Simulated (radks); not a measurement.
Br+, 34 electrons, occupied as [Ar] 3d9 4s2 4p5 (not the ground configuration). Calculated with a radial shooting solver on a logarithmic mesh with Libxc functionals: scalar-relativistic Kohn-Sham, PBE, spin-polarised, spherical densities, finite nucleus; open shells are filled with parallel spins first; Fermi nuclear charge, rms radius 4.1629 fm.

Unscreened Slater integrals over Kohn-Sham orbitals (cm^-1). They are taken over the spin-up orbitals.

integral,value
"F0(4p,4p)",107170
"F2(4p,4p)",56036
"F0(4p,4s)",115400
"G1(4p,4s)",76736
"F0(4p,3d)",139880
"F2(4p,3d)",29036
"G1(4p,3d)",9502.6
"G3(4p,3d)",8837.2
"F0(4s,4s)",126100
"F0(4s,3d)",161010
"G2(4s,3d)",13488
"F0(3d,3d)",352100
"F2(3d,3d)",169670
"F4(3d,3d)",106980

Derived for the open shells (J is the average intra-shell exchange parameter used in DFT+U). 3d: Racah B = F2/49 - 5 F4/441 = 2250 cm^-1, C = 35 F4/441 = 8490 cm^-1, C/B = 3.77, F4/F2 = 0.631, J = (F2 + F4)/14 = 19760 cm^-1. 4p: J = F2/5 = 11210 cm^-1.
